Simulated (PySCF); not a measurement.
## InH3: umbrella curve

Level of theory: PySCF, PBE, basis In def2-TZVP with ECP28, H def2-TZVP (scalar-relativistic core potentials, no spin–orbit coupling, density fitting).

Rigid scan from the singlet minimum (In–H 1.737 Å (×3); H–In–H 120.0° (×3)). Coordinate: angle between each bond and the threefold axis, bonds fixed. Energies in kJ/mol from the minimum.

```tsv
angle of the bonds to the threefold axis (°)	E (kJ/mol)	dipole size (D)
55	217.6	3.23
60	158.5	2.84
65	109.7	2.41
70	70.2	1.95
75	39.5	1.47
80	17.6	0.99
85	4.4	0.50
90	0.0	0.00
```

Other isomers or separated fragments may lie lower.
